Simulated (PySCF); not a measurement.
**Radial density of Tl²⁺ (thallium, charge +2)**

UHF, [Xe] 4f14 5d9 6s1 6p1, one real determinant (an excited configuration). Calculation: PySCF 2.14, in x2c-TZVPPall (11s7p6d3f, 83 functions); scalar relativity by spin-free X2C-1e.

| r (bohr) | 4πr²ρ (e/bohr) | 4πr²(ρα − ρβ) |
| --- | --- | --- |
| 0.0130 | 112.4 | 0.0052 |
| 0.0218 | 99.47 | 0.0067 |
| 0.0366 | 135.3 | 0.0298 |
| 0.0616 | 143.6 | 0.0537 |
| 0.104 | 123.9 | 0.1208 |
| 0.174 | 124.6 | 0.0124 |
| 0.293 | 84.91 | 0.2554 |
| 0.493 | 65.83 | 0.0281 |
| 0.830 | 24.71 | 0.7492 |
| 1.40 | 10.74 | 1.0541 |
| 2.35 | 1.946 | 1.1263 |
| 3.95 | 0.2360 | 0.2282 |
| 6.64 | 0.001766 | 0.0018 |

Densities and radii are taken from the X2C orbitals without a picture-change correction, which distorts them close to the nucleus.

⟨L²⟩ = 8.03 against 12 for a pure F term, so this real determinant mixes terms. Spin-orbit coupling, absent here, splits the open shell strongly.
